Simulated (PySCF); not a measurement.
Precursor series W OH-NH2. All species are isolated molecules in the gas phase. One relaxed conformer stands for each flexible species; it need not be the lowest.

Method: TPSSh-D3(BJ)/def2-TZVP // PBE-D3(BJ)/def2-SVP in PySCF 2.14.0. All candidates: neutral, multiplicity 1. 

HOMO: -5.71 eV
HOMO–LUMO gap: 3.88 eV
LUMO: -1.84 eV

Problem. Identify which member has these values.
(A) [W(OH)4(NH2)2]
(B) [W(OH)6]
(C) [W(OH)5(NH2)]
(D) [W(OH)(NH2)5]

Solution. D, [W(OH)(NH2)5]. The others give [W(OH)4(NH2)2]: -6.69 eV, 4.08 eV, -2.61 eV; [W(OH)5(NH2)]: -6.98 eV, 4.11 eV, -2.87 eV; [W(OH)6]: -7.89 eV, 4.71 eV, -3.18 eV
